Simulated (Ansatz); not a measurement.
Relaxation of Tl4H5⁻ (charge -1, singlet) with RKS B3LYP-D4/def2-SVPD in Ansatz.

Positions (Å) and forces (eV/Å) at steps 32, 33, 34, 35, 36, 37, 38, 39, 40, 43, 45 of 45:

```xyz
9
step=32 energy=-18867.7535 eV
Tl   -1.962    2.581    0.909    0.090   -0.089   -0.082
Tl    1.361   -2.083    0.001    0.042   -0.029   -0.072
Tl   -0.341   -0.230    1.913   -0.005    0.040   -0.077
Tl   -0.101    0.998   -1.633   -0.111    0.027    0.254
H    -1.542    2.739   -1.145    0.056   -0.048   -0.036
H     1.043   -3.953    0.004   -0.027    0.066    0.001
H     0.258    1.727    0.700   -0.020    0.000   -0.030
H    -1.741    0.306    0.132    0.004    0.008    0.008
H     3.026   -2.087   -0.882   -0.029    0.024    0.034
9
step=33 energy=-18867.7599 eV
Tl   -1.955    2.561    0.907   -0.001    0.001    0.008
Tl    1.362   -2.061   -0.009    0.088   -0.064   -0.020
Tl   -0.301   -0.217    1.922    0.010   -0.001    0.051
Tl   -0.110    0.987   -1.617    0.068   -0.077   -0.144
H    -1.562    2.689   -1.164   -0.040    0.067    0.029
H     0.947   -3.908   -0.062    0.011    0.058   -0.023
H     0.269    1.740    0.680   -0.004    0.030    0.043
H    -1.718    0.283    0.160   -0.063   -0.003    0.016
H     3.068   -2.075   -0.818   -0.069   -0.012    0.039
9
step=34 energy=-18867.7652 eV
Tl   -1.913    2.590    0.884   -0.008   -0.023    0.003
Tl    1.369   -2.056    0.034   -0.042   -0.023   -0.044
Tl   -0.285   -0.161    1.986    0.031   -0.049   -0.049
Tl   -0.162    0.880   -1.628   -0.051   -0.005    0.089
H    -1.550    2.675   -1.192    0.030   -0.052   -0.023
H     0.924   -3.873   -0.257    0.001    0.062    0.023
H     0.278    1.715    0.653    0.019    0.030   -0.005
H    -1.751    0.270    0.236    0.001    0.056   -0.018
H     3.090   -2.041   -0.716    0.018    0.004    0.025
9
step=35 energy=-18867.7684 eV
Tl   -1.924    2.589    0.888    0.008   -0.031    0.010
Tl    1.375   -2.049    0.018   -0.005   -0.066   -0.040
Tl   -0.264   -0.173    1.969    0.005   -0.004    0.004
Tl   -0.160    0.882   -1.623   -0.020   -0.011   -0.012
H    -1.560    2.662   -1.191    0.003   -0.013   -0.006
H     0.894   -3.862   -0.253    0.024    0.080    0.011
H     0.276    1.730    0.653    0.009    0.017    0.015
H    -1.749    0.276    0.239   -0.006    0.036   -0.009
H     3.112   -2.054   -0.701   -0.017   -0.010    0.028
9
step=36 energy=-18867.7606 eV rejected
Tl   -1.847    2.598    0.909   -0.049    0.019    0.039
Tl    1.364   -1.996   -0.049    0.011   -0.104    0.154
Tl   -0.280   -0.191    1.980    0.038    0.024   -0.144
Tl   -0.256    0.817   -1.653    0.072   -0.028   -0.131
H    -1.560    2.662   -1.179   -0.028    0.037    0.029
H     0.890   -3.806   -0.276   -0.004    0.013   -0.040
H     0.299    1.691    0.637   -0.018    0.001    0.031
H    -1.764    0.279    0.228   -0.030    0.022    0.083
H     3.154   -2.054   -0.597    0.008    0.016   -0.023
9
step=37 energy=-18867.7709 eV
Tl   -1.905    2.594    0.900    0.002   -0.021    0.005
Tl    1.375   -2.042    0.003   -0.006   -0.064   -0.007
Tl   -0.256   -0.174    1.962    0.010    0.007   -0.008
Tl   -0.196    0.865   -1.634    0.000   -0.007   -0.028
H    -1.569    2.659   -1.186   -0.003   -0.002    0.002
H     0.887   -3.848   -0.279    0.018    0.063    0.001
H     0.282    1.730    0.643   -0.001    0.002    0.013
H    -1.754    0.282    0.241   -0.010    0.026    0.008
H     3.136   -2.065   -0.649   -0.009   -0.006    0.015
9
step=38 energy=-18867.7730 eV
Tl   -1.879    2.603    0.911   -0.003   -0.017   -0.011
Tl    1.378   -2.036   -0.005   -0.006   -0.060   -0.001
Tl   -0.234   -0.164    1.961    0.014    0.017   -0.021
Tl   -0.248    0.830   -1.650   -0.002    0.013    0.004
H    -1.584    2.647   -1.185    0.003   -0.008    0.002
H     0.867   -3.824   -0.352    0.026    0.062   -0.002
H     0.291    1.731    0.622   -0.005   -0.018    0.004
H    -1.764    0.289    0.258   -0.005    0.019    0.015
H     3.173   -2.076   -0.560   -0.022   -0.008    0.009
9
step=39 energy=-18867.7741 eV
Tl   -1.859    2.611    0.913   -0.031    0.014    0.005
Tl    1.376   -2.034   -0.004    0.026   -0.090   -0.015
Tl   -0.209   -0.145    1.964    0.013    0.007    0.011
Tl   -0.292    0.796   -1.654    0.013    0.013   -0.037
H    -1.596    2.636   -1.192   -0.001   -0.004    0.007
H     0.862   -3.802   -0.437    0.017    0.070    0.009
H     0.297    1.734    0.605    0.003   -0.028   -0.006
H    -1.775    0.297    0.284   -0.002    0.014    0.013
H     3.196   -2.093   -0.479   -0.038    0.004    0.013
9
step=40 energy=-18867.7747 eV
Tl   -1.859    2.619    0.915    0.012   -0.031   -0.026
Tl    1.377   -2.040   -0.003    0.031   -0.048   -0.031
Tl   -0.182   -0.135    1.967   -0.005    0.043   -0.042
Tl   -0.320    0.784   -1.666   -0.020    0.037    0.089
H    -1.610    2.628   -1.194    0.018   -0.031   -0.002
H     0.854   -3.787   -0.495    0.019    0.057    0.009
H     0.299    1.735    0.590   -0.006   -0.037   -0.013
H    -1.777    0.307    0.305    0.010    0.008    0.003
H     3.216   -2.110   -0.419   -0.059    0.001    0.013
9
step=43 energy=-18867.7765 eV
Tl   -1.870    2.608    0.910   -0.002    0.011    0.001
Tl    1.373   -2.042    0.003    0.024   -0.005   -0.002
Tl   -0.153   -0.107    1.976    0.008   -0.004    0.005
Tl   -0.316    0.781   -1.660    0.006   -0.010   -0.015
H    -1.621    2.602   -1.199   -0.008    0.012    0.007
H     0.838   -3.756   -0.553    0.003    0.008    0.001
H     0.308    1.729    0.571    0.001   -0.004    0.002
H    -1.774    0.310    0.328   -0.006   -0.007   -0.005
H     3.215   -2.125   -0.375   -0.026   -0.001    0.006
9
step=45 energy=-18867.7767 eV
Tl   -1.866    2.610    0.911    0.003   -0.003   -0.003
Tl    1.376   -2.040    0.005    0.013   -0.003   -0.009
Tl   -0.149   -0.107    1.974   -0.002    0.007   -0.002
Tl   -0.324    0.777   -1.663   -0.002   -0.004    0.010
H    -1.624    2.603   -1.198   -0.001    0.002    0.003
H     0.837   -3.747   -0.564    0.001    0.002    0.001
H     0.310    1.724    0.565   -0.002   -0.002    0.000
H    -1.777    0.309    0.331    0.004    0.000   -0.004
H     3.217   -2.130   -0.362   -0.014    0.001    0.005
```

In the def2 sets Tl takes a core potential; there is no spin–orbit coupling. Another isomer (singlet) lies 0.57 eV lower at PBE0-D4/def2-TZVPD; other spin states weren't run for this one.
